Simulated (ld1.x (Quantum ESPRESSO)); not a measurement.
## tungsten (W): TM pseudisation with PW91, scalar-relativistic reference atom.

The input file (ld1.x (Quantum ESPRESSO) 7.5):

```
&input
   title='W', zed=74., rel=1, dft='PW91', iswitch=3,
   config='[Xe] 4f14 5d4 5f-2 6s0 6p0',
   nld=4, rlderiv=2.90, eminld=-6.0, emaxld=5.0, deld=0.02
 /
 &inputp
   pseudotype=2, tm=.true., lloc=3,
   nlcc=.false.,
   file_pseudopw='W.UPF', file_wfcaegen='ae.wfc', file_wfcncgen='nc.wfc', file_beta='beta', file_chi='chi'
 /
4
6S  1  0   0.00   0.00  1.95  1.95  0.0
5P  2  1   6.00   0.00  1.95  1.95  0.0
5D  3  2   4.00   0.00  2.65  2.65  0.0
5F  4  3  -2.00   0.30  2.30  2.30  0.0
 &test
   configts(1)='5p6 5d4 6s0 6p0'
 /
```

Command:

```bash
ld1.x < W.in > W.out
```

Output (shortened: banner, matrices, multipoles, cross overlaps and the repeated all-electron block are left out):

```
Program LD1 v.7.5
     --------------------------- All-electron run ----------------------------

     W
     scalar relativistic calculation

     atomic number is 74.00
     dft =PW91   lsd =0 sic =0 latt =0  beta=0.20 tr2=1.0E-14
     Exchange-correlation= PW91
                           (   1   4   2   2   0   0   0)
     mesh =1273 r(mesh) =  99.08072 a.u. xmin = -7.00 dx = 0.01250
     1 Ry =  13.60569312 eV, c = 137.03599908

     n l     nl                  e(Ry)          e(Ha)          e(eV)
     1 0     1S 1( 2.00)     -5109.6604     -2554.8302    -69520.4709
     2 0     2S 1( 2.00)      -882.8949      -441.4475    -12012.3971
     2 1     2P 1( 6.00)      -772.2362      -386.1181    -10506.8082
     3 0     3S 1( 2.00)      -204.2467      -102.1233     -2778.9174
     3 1     3P 1( 6.00)      -171.4828       -85.7414     -2333.1426
     4 0     4S 1( 2.00)       -43.0736       -21.5368      -586.0464
     4 1     4P 1( 6.00)       -32.3278       -16.1639      -439.8415
     3 2     3D 1(10.00)      -133.8127       -66.9064     -1820.6147
     5 0     5S 1( 2.00)        -7.0007        -3.5004       -95.2498
     5 1     5P 1( 6.00)        -4.3643        -2.1822       -59.3795
     4 2     4D 1(10.00)       -18.7129        -9.3564      -254.6014
     4 3     4F 1(14.00)        -3.6299        -1.8149       -49.3872
     5 2     5D 1( 4.00)        -1.4667        -0.7333       -19.9549
     6 0     6S 1( 0.00)        -1.4222        -0.7111       -19.3504
     6 1     6P 1( 0.00)        -0.9616        -0.4808       -13.0832

     final scf error:  1.4E-15 reached in  29 iterations

     Etot =  -32286.485154 Ry,  -16143.242577 Ha, -439280.009028 eV

     Ekin =   35581.907776 Ry,   17790.953888 Ha,  484116.517926 eV
     Encl =  -79747.837872 Ry,  -39873.918936 Ha,-1085024.609315 eV
     Eh   =   12527.312097 Ry,    6263.656048 Ha,  170442.764042 eV
     Exc  =    -647.867154 Ry,    -323.933577 Ha,   -8814.681681 eV

     normalization and overlap integrals

     s(1S/1S) =  1.000000  <r> =   0.0183  <r2> =    0.0005  r(max) =   0.0115
     s(2S/2S) =  1.000000  <r> =   0.0776  <r2> =    0.0071  r(max) =   0.0653
     s(2P/2P) =  1.000000  <r> =   0.0694  <r2> =    0.0059  r(max) =   0.0541
     s(3S/3S) =  1.000000  <r> =   0.2010  <r2> =    0.0462  r(max) =   0.1842
     s(3P/3P) =  1.000000  <r> =   0.2013  <r2> =    0.0470  r(max) =   0.1842
     s(4S/4S) =  1.000000  <r> =   0.4495  <r2> =    0.2281  r(max) =   0.4204
     s(4P/4P) =  1.000000  <r> =   0.4780  <r2> =    0.2599  r(max) =   0.4419
     s(3D/3D) =  1.000000  <r> =   0.1824  <r2> =    0.0390  r(max) =   0.1490
     s(5S/5S) =  1.000000  <r> =   1.0671  <r2> =    1.2795  r(max) =   0.9593
     s(5P/5P) =  1.000000  <r> =   1.2473  <r2> =    1.7631  r(max) =   1.0870
     s(4D/4D) =  1.000000  <r> =   0.5113  <r2> =    0.3030  r(max) =   0.4531
     s(4F/4F) =  1.000000  <r> =   0.6076  <r2> =    0.4640  r(max) =   0.4310
     s(5D/5D) =  1.000000  <r> =   1.8765  <r2> =    4.1408  r(max) =   1.4673
     s(6S/6S) =  1.000000  <r> =   2.7995  <r2> =    8.7907  r(max) =   2.4804
     s(6P/6P) =  1.000000  <r> =   3.5270  <r2> =   13.9270  r(max) =   3.1063

     ------------------------ End of All-electron run ------------------------

     --------------------- Generating NC pseudopotential ---------------------

      Generating local pot.: lloc=3, matching radius rcloc =   2.3000

      Wfc   6S  rcut= 1.956  Using Troullier-Martins method

      Wfc   5P  rcut= 1.956  Using Troullier-Martins method

      Wfc   5D  rcut= 2.640  Using Troullier-Martins method

     ------------------- End of pseudopotential generation -------------------

     Computing logarithmic derivative in   2.89998
     Computing logarithmic derivative in   2.89998
     Computing the partial wave expansion
     R is outside the sphere for l=    0 j= 0.00
     R is outside the sphere for l=    1 j= 0.00
     R is outside the sphere for l=    2 j= 0.00
       no projector for channel:   3

     ---------------------- Testing the pseudopotential ----------------------

     W
     scalar relativistic calculation

     atomic number is 74.00   valence charge is 12.00
     dft =PW91   lsd =0 sic =0 latt =0  beta=0.20 tr2=1.0E-14
     mesh =1273 r(mesh) =  99.08072 xmin = -7.00 dx = 0.01250

     n l     nl             e AE (Ry)        e PS (Ry)    De AE-PS (Ry)
     2 1     5P   1( 6.00)       -4.36431       -4.36432        0.00000
     3 2     5D   1( 4.00)       -1.46666       -1.46666        0.00000
     1 0     6S   1( 0.00)       -1.42223       -1.42223       -0.00000
     3 1     6P   1( 0.00)       -0.96160       -1.07343        0.11183  !

     eps = 4.7E-16  iter =  6

     Etot =  -32286.485154 Ry,  -16143.242577 Ha, -439280.009028 eV
     Etotps =   -89.792269 Ry,     -44.896134 Ha,   -1221.686051 eV

     Ekin =      35.766087 Ry,      17.883044 Ha,     486.622405 eV
     Encl =    -174.006159 Ry,     -87.003080 Ha,   -2367.474404 eV
     Ehrt =      60.845140 Ry,      30.422570 Ha,     827.840309 eV
     Ecxc =     -10.452056 Ry,      -5.226028 Ha,    -142.207470 eV
     Epseu=      -1.945281 Ry,      -0.972640 Ha,     -26.466892 eV

     ---------------------- End of pseudopotential test ----------------------
```

Note: ghost state, extra bound levels that the all-electron valence spectrum of the same l lacks: s at -47.2 eV. A true bound ghost makes a file unfit for plane-wave use.

Generation and configuration tests took about 3 s on one core of a shared server CPU.

Transferability test of the new file with ld1.x, input:

```
&input
   title='W', zed=74., rel=1, dft='PW91', iswitch=2,
   config='[Xe] 4f14 5d4 5f-2 6s0 6p0'
 /
 &test
   file_pseudo='W.UPF', nconf=8,
   configts(1)='5p6 5d4 6s0 6p0',
   configts(2)='5p6 5d4 6s2 6p0',
   configts(3)='5p6 5d4 6s1 6p0',
   configts(4)='5p6 5d3 6s0 6p0',
   configts(5)='5p5 5d4 6s2 6p0',
   configts(6)='5p6 5d4.5 6s1.5 6p0',
   configts(7)='5p6 5d2 6s0 6p0',
   configts(8)='5p6 5d5 6s1 6p0'
 /
```

```bash
ld1.x < W.test.in > W.test.out
```

Pseudopotential blocks of its output, shortened (energy terms left out; the distinct warnings before each block abridged to one line each):

```
     ---------------------- Testing the pseudopotential ----------------------

     n l     nl             e AE (Ry)        e PS (Ry)    De AE-PS (Ry)
     2 1     5P   1( 6.00)       -4.36431       -4.36432        0.00000
     3 2     5D   1( 4.00)       -1.46666       -1.46666        0.00000
     1 0     6S   1( 0.00)       -1.42223       -1.42223       -0.00000
     3 1     6P   1( 0.00)       -0.96160       -1.07343        0.11183  !

     eps = 1.7E-16  iter =  6

     Etot =  -32286.485154 Ry,  -16143.242577 Ha, -439280.009028 eV
     Etotps =   -89.792269 Ry,     -44.896134 Ha,   -1221.686051 eV

     ---------------------- End of pseudopotential test ----------------------

          Warning: convergence not achieved
     ---------------------- Testing the pseudopotential ----------------------

     n l     nl             e AE (Ry)        e PS (Ry)    De AE-PS (Ry)
     2 1     5P   1( 6.00)       -3.17930       -3.17841       -0.00090
     3 2     5D   1( 4.00)       -0.33334       -0.33267       -0.00067
     1 0     6S   1( 2.00)       -0.42390       -0.42409        0.00019
     3 1     6P   1( 0.00)       -0.10383       -0.13498        0.03115  !

     eps = 1.1E-09  iter =201

     Etot =  -32288.300122 Ry,  -16144.150061 Ha, -439304.702924 eV
     Etotps =   -91.608595 Ry,     -45.804298 Ha,   -1246.398434 eV
     dEtot_ae =      -1.814968 Ry
     dEtot_ps =      -1.816327 Ry,   Delta E=       0.001359 Ry

     ---------------------- End of pseudopotential test ----------------------

          Warning: convergence not achieved
     ---------------------- Testing the pseudopotential ----------------------

     n l     nl             e AE (Ry)        e PS (Ry)    De AE-PS (Ry)
     2 1     5P   1( 6.00)       -3.73274       -3.73296        0.00022
     3 2     5D   1( 4.00)       -0.86712       -0.86713        0.00001
     1 0     6S   1( 1.00)       -0.90045       -0.90093        0.00048
     3 1     6P   1( 0.00)       -0.50502       -0.58200        0.07698  !

     eps = 1.2E-08  iter =201

     Etot =  -32287.642557 Ry,  -16143.821278 Ha, -439295.756291 eV
     Etotps =   -90.950478 Ry,     -45.475239 Ha,   -1237.444291 eV
     dEtot_ae =      -1.157402 Ry
     dEtot_ps =      -1.158209 Ry,   Delta E=       0.000807 Ry

     ---------------------- End of pseudopotential test ----------------------

          ---------------------- Testing the pseudopotential ----------------------

     n l     nl             e AE (Ry)        e PS (Ry)    De AE-PS (Ry)
     2 1     5P   1( 6.00)       -5.28568       -5.28536       -0.00032
     3 2     5D   1( 3.00)       -2.29225       -2.28937       -0.00288
     1 0     6S   1( 0.00)       -2.08759       -2.08447       -0.00312
     3 1     6P   1( 0.00)       -1.53927       -1.72174        0.18247  !

     eps = 1.0E-15  iter = 11

     Etot =  -32284.613983 Ry,  -16142.306991 Ha, -439254.550447 eV
     Etotps =   -87.921974 Ry,     -43.960987 Ha,   -1196.239392 eV
     dEtot_ae =       1.871171 Ry
     dEtot_ps =       1.870295 Ry,   Delta E=       0.000876 Ry

     ---------------------- End of pseudopotential test ----------------------

          Warning: convergence not achieved
     ---------------------- Testing the pseudopotential ----------------------

     n l     nl             e AE (Ry)        e PS (Ry)    De AE-PS (Ry)
     2 1     5P   1( 5.00)       -4.06015       -4.08777        0.02762  !
     3 2     5D   1( 4.00)       -1.07675       -1.08255        0.00580  !
     1 0     6S   1( 2.00)       -0.99539       -0.99570        0.00032
     3 1     6P   1( 0.00)       -0.55764       -0.68008        0.12245  !

     eps = 1.5E-09  iter =201

     Etot =  -32284.698120 Ry,  -16142.349060 Ha, -439255.695189 eV
     Etotps =   -87.990449 Ry,     -43.995225 Ha,   -1197.171051 eV
     dEtot_ae =       1.787034 Ry
     dEtot_ps =       1.801819 Ry,   Delta E=      -0.014785 Ry

     ---------------------- End of pseudopotential test ----------------------

          Warning: convergence not achieved
     ---------------------- Testing the pseudopotential ----------------------

     n l     nl             e AE (Ry)        e PS (Ry)    De AE-PS (Ry)
     2 1     5P   1( 6.00)       -3.10994       -3.10833       -0.00161
     3 2     5D   1( 4.50)       -0.28801       -0.28756       -0.00045
     1 0     6S   1( 1.50)       -0.40195       -0.40195       -0.00000
     3 1     6P   1( 0.00)       -0.09508       -0.12360        0.02852  !

     eps = 2.9E-10  iter =201

     Etot =  -32288.249033 Ry,  -16144.124517 Ha, -439304.007823 eV
     Etotps =   -91.557023 Ry,     -45.778512 Ha,   -1245.696764 eV
     dEtot_ae =      -1.763879 Ry
     dEtot_ps =      -1.764755 Ry,   Delta E=       0.000876 Ry

     ---------------------- End of pseudopotential test ----------------------

          Warning: n=3, l=1 expected 1 nodes, found 2
     ---------------------- Testing the pseudopotential ----------------------

     n l     nl             e AE (Ry)        e PS (Ry)    De AE-PS (Ry)
     2 1     5P   1( 6.00)       -6.30019       -6.29724       -0.00295
     3 2     5D   1( 2.00)       -3.20413       -3.19400       -0.01012  !
     1 0     6S   1( 0.00)       -2.81795       -2.80615       -0.01179  !
     3 1     6P   1( 0.00)       -2.18529       -2.45929        0.27400  !

     eps = 8.9E-15  iter = 19

     Etot =  -32281.872853 Ry,  -16140.936426 Ha, -439217.255470 eV
     Etotps =   -85.186311 Ry,     -42.593156 Ha,   -1159.018809 eV
     dEtot_ae =       4.612301 Ry
     dEtot_ps =       4.605957 Ry,   Delta E=       0.006344 Ry

     ---------------------- End of pseudopotential test ----------------------

          Warning: convergence not achieved
     ---------------------- Testing the pseudopotential ----------------------

     n l     nl             e AE (Ry)        e PS (Ry)    De AE-PS (Ry)
     2 1     5P   1( 6.00)       -3.04726       -3.04541       -0.00185
     3 2     5D   1( 5.00)       -0.24774       -0.24755       -0.00019
     1 0     6S   1( 1.00)       -0.38223       -0.38206       -0.00016
     3 1     6P   1( 0.00)       -0.08764       -0.11393        0.02629  !

     eps = 3.7E-10  iter =201

     Etot =  -32288.186957 Ry,  -16144.093478 Ha, -439303.163231 eV
     Etotps =   -91.494682 Ry,     -45.747341 Ha,   -1244.848564 eV
     dEtot_ae =      -1.701803 Ry
     dEtot_ps =      -1.702413 Ry,   Delta E=       0.000611 Ry

     ---------------------- End of pseudopotential test ----------------------
```
